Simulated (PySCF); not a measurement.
**How the method changes the constants of InBr⁻**

State: ²Π (doublet), unpaired electrons π ↑. Set-up: basis In def2-TZVPPD with ECP28, Br def2-TZVPPD; scalar-relativistic core potentials; PySCF 2.14. De refers to In + Br⁻ in their high-spin ground configurations, without counterpoise correction. The functionals are run spin-unrestricted. A positive dipole points towards Br; it is taken about the centre of mass and depends on that origin.

```tsv
Level	Re (Å)	ωe (cm⁻¹)	De (eV)	μ (D)	CPU s a point (SCF and correlation, without the integrals)
UHF	2.851	125	n/a	-1.17	2.5
UHF-MP2	2.754	147	1.18	n/a	5.2
UHF-SCS-MP2	2.784	140	1.09	n/a	n/a
LDA	2.699	161	1.54	-0.06	1.7
PBE	2.793	141	1.22	-0.50	2.4
PBEsol	2.738	153	1.37	-0.17	1.5
BLYP	2.858	129	1.04	-0.91	1.4
r²SCAN	2.759	149	1.29	-0.39	3.1
TPSSh	2.778	144	1.19	-0.55	4.6
PBE0	2.768	145	1.20	-0.57	4.9
M06-2X	2.834	136	1.10	-1.33	5
ωB97X-V	2.771	143	1.14	-0.87	9.3
```

(1) What does a quarter of exact exchange do here, going from PBE to PBE0?

(2) What does the step from GGA to meta-GGA do here, going from PBE to r²SCAN?

(3) What does the gradient correction do here, going from LDA to PBE?

Correlated steps freeze 13 core orbitals. These are scalar-relativistic numbers at best; spin–orbit coupling would shift them, the dissociation energy most. For an ion De counts to the pair picked by the measured ionisation energies or electron affinities, which need not be the lowest pair at this level. The highest Kohn–Sham level is positive in this anion. Much of that is self-interaction error, but it also means that the finite basis helps to hold the extra electron. The state is the lowest determinant that a PBE0 search found; another state may lie lower at other levels.

The whole job (state search and all levels along the bond) took about 5.7 min on 2 threads of Arm Neoverse V2 (shared host), peak memory 5.4 GiB.

## Answers

(1) PBE0 less PBE: -2.5 pm in Re, +2.8 % in ωe, -0.02 eV in De. Exact exchange removes part of the self-interaction that spreads semilocal densities, and in most molecules shortens and stiffens the bond and lowers De; so it does here.

(2) r²SCAN less PBE: -3.4 pm in Re, +5.7 % in ωe, +0.07 eV in De. 

(3) PBE less LDA: +9.4 pm in Re, -12.4 % in ωe, -0.32 eV in De. The gradient correction favours the more uneven density of free atoms, so it tends to lengthen bonds and takes away much of the overbinding of LDA; so it does here.
